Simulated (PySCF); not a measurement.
One of the candidates below gave these computed data.

All candidates are C2H7BO.

| technique | computed result |
| --- | --- |
| 13C NMR | chemical shifts (computed TMS as zero) by class: 62.4 (1 C), 7.5 (1 C) ppm [GIAO PBE0/pcSseg-1] |
| NMR, other nuclei | isotropic shieldings of nuclei other than C and H, by class: 51 (1 B), 144 (1 O) ppm [GIAO PBE0/pcSseg-1] |
| UV, first state | lowest singlet excitation: 6.81 eV (182 nm, f = 0.003) [TDDFT wB97X-D/def2-SVPD] |
| Rotational structure | rotational constants A, B, C: 36.159, 3.843, 3.632 GHz [PBE0-D3(BJ)/def2-SVP] |
| Valence photoelectron | vertical ionisation energy: 10.79 eV [ΔSCF wB97X-D/def2-SVPD] |
| 1H NMR | chemical shifts (computed TMS as zero) by class: 5.21 (1 H), 3.98 (3 H), 0.45 (3 H) ppm [GIAO PBE0/pcSseg-1] |
| XPS | B1s 196.3, C1s 290.0, C1s 292.5, O1s 538.8 eV [ΔSCF SCAN, pcX-2 on the ionised atom, pcseg-1 elsewhere, spin-free X2C] |
| Couplings | largest of the computed one-bond spin–spin couplings (means over like bonds): 13C–1H +147.9 (×3), 11B–1H +137.9, 13C–1H +124.7 (×3), 13C–11B +63.6, 17O–13C +18.7, 17O–11B -4.8 Hz [B3LYP/pcJ-1, spin–dipole term left out for some pairs] |

Gas-phase values; electronic properties from PySCF, density fitting. Levels stand in brackets. The structure is a single PBE0-D3(BJ)/def2-SVP conformer in the gas phase; no vibrational or solvent corrections. NMR values are class means; diastereotopic atoms form classes of their own.

Task: Which candidate is it?
A. `CBOC`
B. `CB(C)O`
C. `[H]B([H])OCC`

Result: A. It is `CBOC` (C2H7BO). Numbering: `[CH3:1][BH:2][O:3][CH3:4]`. 2 carbons fall into 2 classes; from least to most shielded: methoxy carbon [C4] (62.4 ppm), sp3 carbon bound to boron [C1] (7.5 ppm). Hydrogen classes from least to most shielded: 1 H on a three-coordinate boron, B2 (5.21 ppm), 3 H on a methoxy carbon, C4 (3.98 ppm), 3 H on an sp3 carbon bound to boron, C1 (0.45 ppm). The other shieldings belong to: 51 ppm, three-coordinate boron [B2]; 144 ppm, boron-bound oxygen [O3]. The couplings run between: +147.9 Hz, methoxy carbon [C4] and its hydrogen (with 2 like pairs); +137.9 Hz, three-coordinate boron [B2] and its hydrogen; +124.7 Hz, sp3 carbon bound to boron [C1] and its hydrogen (with 2 like pairs); +63.6 Hz, sp3 carbon bound to boron [C1] and three-coordinate boron [B2]; +18.7 Hz, boron-bound oxygen [O3] and methoxy carbon [C4]; -4.8 Hz, boron-bound oxygen [O3] and three-coordinate boron [B2]. The core levels belong to: B1s 196.3 eV, three-coordinate boron [B2]; C1s 290.0 eV, sp3 carbon bound to boron [C1]; C1s 292.5 eV, methoxy carbon [C4]; O1s 538.8 eV, boron-bound oxygen [O3]. The first electron is taken from the HOMO, whose largest Löwdin shares are 0.29 on the boron-bound oxygen, 0.25 on the three-coordinate boron, 0.18 on the sp3 carbon bound to boron and 0.17 on the B–H hydrogen. By its constants the optimised geometry is an asymmetric top.

The others, at the same levels:
- `CB(C)O` fails: its computed core binding energies are B1s 196.4, C1s 289.9 (×2), O1s 539.0 eV, rotational constant A is 8.667 GHz (against 36.159 GHz) and smallest rotational constant is 4.205 GHz (against 3.632 GHz).
- `[H]B([H])OCC` fails: its computed 13C shifts are 73.6 (1 C), 20.1 (1 C) ppm, core binding energies are B1s 196.6, C1s 291.0, C1s 292.5, O1s 538.9 eV and 1H shifts are 5.08 (2 H), 4.13 (2 H), 1.31 (3 H) ppm.

Each candidate is one conformer, not necessarily the lowest. The conformers computed, where there is a choice (atom-mapped SMILES and torsion angles):
- `[CH3:1][BH:2][O:3][CH3:4]`: C1–B2–O3–C4 179°
